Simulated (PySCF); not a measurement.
1,1-dichlorobuta-1,2-diene (C4H4Cl2), SMILES CC=C=C(Cl)Cl.

Geometry optimised at B3LYP-D3(BJ)/def2-SVP.

Two levels are set side by side: TDA-PBE/def2-SVPD (PySCF) and TDA-CAM-B3LYP/def2-SVPD (PySCF). Vertical, same geometry. The lowest singlet is HOMO→LUMO 100 % with PBE and HOMO→LUMO 96 % with the other functional; states are paired by order. Differences are taken from unrounded values.

```tsv
quantity	TDA-CAM-B3LYP	TDA-PBE	TDA-PBE minus TDA-CAM-B3LYP
lowest singlet excitation (eV)	4.72	4.19	-0.53
lowest triplet excitation (TDA) (eV)	4.08	3.84	-0.24
first bright state (f over 0.05) (eV)	7.01	5.93	-1.09
its oscillator strength	0.26	0.10	-0.16
```

A lower first singlet is the usual sign of a functional without exact exchange. Differences between two approximate levels are no errors against the true value.

Rough cost on one machine, each run with all the roots and properties that it gave: TDA-CAM-B3LYP against TDA-PBE about 3 times.
